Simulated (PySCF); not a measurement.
Simulated outer-valence photoelectron spectrum of bromotrifluorosilane (`F[Si](F)(F)Br`). The calculation used EOM-IP-CCSD/aug-cc-pVDZ in PySCF, restricted Hartree–Fock reference, frozen core, non-relativistic, gas phase, PBE0-D3(BJ)/def2-SVP geometry.

Each root has a Gaussian of 0.3 eV full width with its one-hole share as area; cross sections and vibrations are left out, and the highest printed point is 100.

| ionisation energy (eV) | intensity |
| --- | --- |
| 11.9 | 1 |
| 12.0 | 7 |
| 12.1 | 31 |
| 12.2 | 75 |
| 12.3 | 100 |
| 12.4 | 72 |
| 12.5 | 28 |
| 12.6 | 6 |
| 12.7 | 1 |
| 12.8 | 0 |
| 12.9 | 0 |
| 13.0 | 0 |
| 13.1 | 0 |
| 13.2 | 0 |
| 13.3 | 0 |
| 13.4 | 0 |
| 13.5 | 0 |
| 13.6 | 0 |
| 13.7 | 0 |
| 13.8 | 0 |
| 13.9 | 0 |
| 14.0 | 0 |
| 14.1 | 1 |
| 14.2 | 6 |
| 14.3 | 23 |
| 14.4 | 45 |
| 14.5 | 47 |
| 14.6 | 27 |
| 14.7 | 8 |
| 14.8 | 1 |
| 14.9 | 0 |
| 15.0 | 0 |
| 15.1 | 0 |
| 15.2 | 0 |
| 15.3 | 0 |
| 15.4 | 0 |
| 15.5 | 3 |
| 15.6 | 15 |
| 15.7 | 37 |
| 15.8 | 49 |
| 15.9 | 35 |
| 16.0 | 20 |
| 16.1 | 34 |
| 16.2 | 75 |
| 16.3 | 98 |
| 16.4 | 70 |
| 16.5 | 27 |
| 16.6 | 5 |
| 16.7 | 1 |

**Question.** Where are the maxima, and how many lines lie under the curve?

**Answer.** 4 maxima, at 12.3, 14.5, 15.8 and 16.3 eV, from 4 lines (6 roots with degenerate partners counted).

**Question.** List the lines with their holes.

**Answer.** 
| E (eV) | leading hole (HF orbital) | area | Koopmans (eV) |
| --- | --- | --- | --- |
| 12.30 | HOMO/HOMO-1 | 1.93 | 12.83 |
| 14.46 | HOMO-2 | 0.96 | 15.29 |
| 15.79 | HOMO-3 | 0.95 | 18.27 |
| 16.29 | HOMO-4/HOMO-5 | 1.89 | 18.69 |

The widest gap, 2.16 eV, lies between 12.30 and 14.46 eV. Only orbitals with −ε under 21 eV, eight at most, were ionised, so the high end of the curve may lack lines.
